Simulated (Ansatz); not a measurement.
System: CH9Si3 (charge 0, doublet). It need not be the lowest isomer of its formula. SMILES: C[Si]([SiH3])[SiH3]
Geometry: optimised at B3LYP-D3(BJ)/def2-TZVP (Ansatz, a quantum-chemistry and plane-wave program).

Atomisation energy built up term by term with Ansatz (kcal/mol; UHF references for open shells; valence terms freeze the core; atomic spin-orbit terms are left out). CBS marks a two-point X^-3 extrapolation of the correlation energy; Hartree-Fock from the larger set.

| term | basis | kcal/mol |
|---|---|---|
| Hartree-Fock | cc-pV(Q+d)Z | 739.70 |
| CCSD correlation | CBS(cc-pV(T+d)Z,cc-pV(Q+d)Z) | … |
| (T) | CBS(cc-pV(T+d)Z,cc-pV(Q+d)Z) | … |
| core correlation | cc-pwCVTZ | 0.74 |
| scalar relativity (X2C) | cc-pVTZ-DK against cc-pVTZ | -2.03 |
| sum: De |  | … |

Problem. What belongs in the gaps?

Solution. 
- CCSD correlation, kcal/mol: 212.08
- (T), kcal/mol: 9.65
- sum: De, kcal/mol: 960.1
